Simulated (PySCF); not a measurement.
Computed shifts of a molecule C2H8BNO, PBE/pcSseg-1 run with PySCF, GIAO, gas phase, atoms alike by connectivity averaged where their shifts nearly agree, in ppm (number of nuclei): ¹H: 4.56 (1), 4.28 (2), 3.03 (1), 2.94 (1), 1.42 (3). ¹³C: 72.0 (1), 23.5 (1). ¹⁵N: 86.0 (1). References: ¹¹B against BF3 (σ = 83.9 ppm); ¹H against TMS (σ = 31.49 ppm); ¹⁷O against H2O (σ = 334.3 ppm); ¹³C against TMS (σ = 182.0 ppm); ¹⁵N against NH3 (σ = 267.0 ppm), references at their B3LYP-D3(BJ)/def2-TZVP geometries, non-relativistic. The structure is a stationary point at ωB97X-D3(BJ)/def2-SVP. Other conformers were not sampled.

Q: Which structure fits?
A. CCOBN
B. CNBOC
C. CN(C)BO
D. COB(C)N

A: A, CCOBN
